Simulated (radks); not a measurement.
Fractional charge and spin in the 5s shell of iodine: the spin-up occupation runs from 0 to 1 and the spin-down occupation from 0 to 1; the fullest corner is I, [Kr] 4d10 5p(up 2.5, down 2.5) 5s(up 1, down 1). Calculated with a radial shooting solver on a logarithmic mesh with Libxc functionals: scalar-relativistic Kohn-Sham, r2SCAN, spin-polarised, spherical densities, finite nucleus; meta-GGA in the generalised Kohn-Sham scheme; Fermi nuclear charge, rms radius of each element as measured or else 0.836 A^(1/3) + 0.57 fm. Energy (eV) minus the two flat planes that join the four corners (they meet along the diagonal where the two added fractions sum to one electron); zero is where a piecewise linear energy would lie.

down \ up,0,0.5,1
0,0.000,-1.208,0.000
0.5,-1.208,0.369,-1.098
1,0.000,-1.098,0.000

Corners above the fullest one (they belong to I+ and the next ion): (up 1, down 0) 22.322 eV, (up 0, down 1) 22.322 eV, (up 0, down 0) 55.363 eV. With half an added electron in each spin the energy lies 0.369 eV from the planes, and with half an added electron in spin up alone -1.208 eV. The planes are only a guide here: the flat-plane condition holds for ground states with one frontier orbital, while this shell lies below other occupied shells, so the corners above the fullest one are inner-hole states and not the ground states of those ions.
